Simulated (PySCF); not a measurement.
Distorted geometries of [Nd(O2)]+

[Nd(O2)]+ (singlet in the valence; each metal's 4f electrons, 3 of them, lie in its core potential, out of spins and levels). PySCF 2.14.0, RKS B3LYP, Nd lcecp-1-SVP with ECP49, O def2-SVP; non-relativistic Hamiltonian with scalar-relativistic core potentials where named; density fitting; no spin-orbit coupling. Relaxed geometry:

```xyz
3

Nd    0.0000    0.0000   -0.2204
O     0.7440    0.0000    1.6642
O    -0.7440    0.0000    1.6642
```

Problem. Order these distorted geometries by energy above the relaxed one, lowest first.
A.
```xyz
3

Nd   -0.0846   -0.0447   -0.2460
O     0.6448    0.2122    1.5740
O    -0.5602   -0.1675    1.7801
```
B.
```xyz
3

Nd    0.0030    0.1445   -0.1948
O     0.7319    0.0211    1.6627
O    -0.7349   -0.1656    1.6403
```
C.
```xyz
3

Nd   -0.0800    0.0824   -0.1721
O     0.7641   -0.0304    1.6343
O    -0.6842   -0.0521    1.6460
```

Solution. B (0.02 eV), C (0.16 eV), A (0.65 eV).

Problem. Which forces (eV/Å) act in the one that lies 0.65 eV up?

Solution. 
```
Nd  -0.63 -0.21 -0.54
O    7.01  2.22  0.07
O   -6.38 -2.01  0.47
```
Forces carry noise of the integration grid, about 0.01 to 0.03 eV/Å.

An lcecp potential fixes the number of 4f electrons, so in runs with it no electron can move into or out of that shell.
